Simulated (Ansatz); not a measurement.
BClGaH3O (`O[B](Cl)[GaH2]`) from Hartree–Fock to CCSD(T)

```xyz
7

O    -0.862   -0.687    1.367
B     0.148   -0.351    0.546
Cl    1.804   -0.871    0.978
Ga   -0.118    0.750   -1.216
H    -0.588   -1.196    2.141
H    -0.364    0.036   -2.595
H    -0.019    2.319   -1.222
```

Charge 0, multiplicity 1. Correlated methods include outer-core shells of Ga, which these sets cover unevenly. Scalar relativity is left out up to krypton. The structure was optimised at the PBE0-D4/def2-TZVP level. It is one conformer, not always the lowest. Frozen core, restricted reference, Ansatz.

| basis | HF (Eh) | MP2 corr. | CCSD corr. | (T) | CCSD(T) total |
| --- | --- | --- | --- | --- | --- |
| def2-SVP | -2483.64379 | ? | ? | -0.01795 | ? |
| def2-TZVPP | -2484.16957 | -0.75447 | -0.78193 | -0.03179 | -2484.98329 |
| def2-QZVPP | ? | ? | – | – | – |

Question: Fill in the withheld values. (Estimate.)

Answer: The calculation gave: def2-SVP MP2 corr.: -0.61424; def2-SVP CCSD corr.: -0.63806; def2-SVP CCSD(T) total: -2484.29980; def2-QZVPP HF (Eh): -2484.22739; def2-QZVPP MP2 corr.: -1.04750.
